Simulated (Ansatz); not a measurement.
Gas-phase reaction in SMILES: [SiH3]N[SiH2]O[SiH3] -> [SiH3]N[SiH]O[SiH3] + H atom (the H-Si bond at the site shown breaks; other sites are not compared here)
Structures are relaxed separately at B3LYP-D3(BJ)/def2-TZVP in Ansatz (a quantum-chemistry and plane-wave program), one conformer each, not searched for the lowest.

Wanted: bond dissociation energy (electronic energy difference), in kcal/mol. Cores are frozen in the correlated levels unless marked. Open shells are spin-unrestricted. No spin-orbit coupling. Non-relativistic. CBS(X,Y): correlation extrapolated as X^-3; Hartree-Fock from the larger set.

```json
[
 {"level": "PBE0-D4/def2-TZVPD", "program": "Ansatz + dftd4", "bond dissociation energy (kcal/mol)": "93.7"},
 {"level": "HSE06/def2-TZVPD", "program": "Ansatz", "bond dissociation energy (kcal/mol)": "93.9"},
 {"level": "CAM-B3LYP-D4/def2-TZVPD", "program": "Ansatz + dftd4", "bond dissociation energy (kcal/mol)": "98.1"},
 {"level": "PBE-QIDH/def2-TZVPD", "program": "Ansatz", "bond dissociation energy (kcal/mol)": "95.8"},
 {"level": "RPA@PBE/cc-pV(Q+d)Z", "program": "Ansatz", "bond dissociation energy (kcal/mol)": "97.5"},
 {"level": "SCS-MP2/STO-3G", "program": "Ansatz", "bond dissociation energy (kcal/mol)": "107.7"}
]
```

**Question.** Predict the CCSD(T)/CBS(cc-pV(T+d)Z,cc-pV(Q+d)Z) result (Ansatz).

**Answer.** 99.9 kcal/mol, so SCS-MP2/STO-3G differs from it by 7.8 kcal/mol.
